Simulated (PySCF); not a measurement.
## How methods differ on the excitation energy of P⁺

P⁺ [Ne] 3s2 3p2 (3P) → P⁺ [Ne] 3s2 3p1 4s1 (3P), as a difference of total energies. Computed with PySCF 2.14 in dyall-acv3z, with scalar relativity by spin-free X2C-1e. Correlated levels: valence: [Ne] frozen; valence and next inner shell: 1s2 frozen; virtual orbitals above 40 to 60 times the deepest correlated orbital energy dropped. The calculations carry no spin-orbit coupling.

Order these methods by the excitation energy they give, lowest first.
A. MN15
B. SCS-MP2 (valence and next inner shell)
C. M06-2X
D. MP2 (valence and next inner shell)

C (10.432 eV), B (10.658 eV), D (10.688 eV), A (10.784 eV).

Errors of the correlated levels include the incompleteness of this basis and the frozen core.

For comparison: 10.740 eV (measured; NIST levels, between the centres of gravity of the two terms).
